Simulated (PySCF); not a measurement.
1,3-azasiletidine (C2H7NSi), SMILES N1C[SiH2]C1. Coordinates come from a PBE0-D3(BJ)/def2-SVP optimisation.

Computed equilibrium geometry at PBE0-D3(BJ)/def2-SVP (PySCF confirms it by a frequency run) as a Z-matrix, and its point group:
point group Cs.
```
N
H 1 1.0182
C 1 1.4660 2 116.06
H 3 1.1021 1 114.11 2 83.96
H 3 1.1110 4 108.33 1 129.59
C 1 1.4660 2 116.06 3 -123.59
H 6 1.1021 1 114.11 2 -83.96
H 6 1.1110 7 108.33 1 -129.59
Si 3 1.9018 4 120.42 5 130.74
H 9 1.4926 3 114.95 4 23.70
H 9 1.4954 10 109.18 3 137.69
```
Charge 0, spin multiplicity 1.
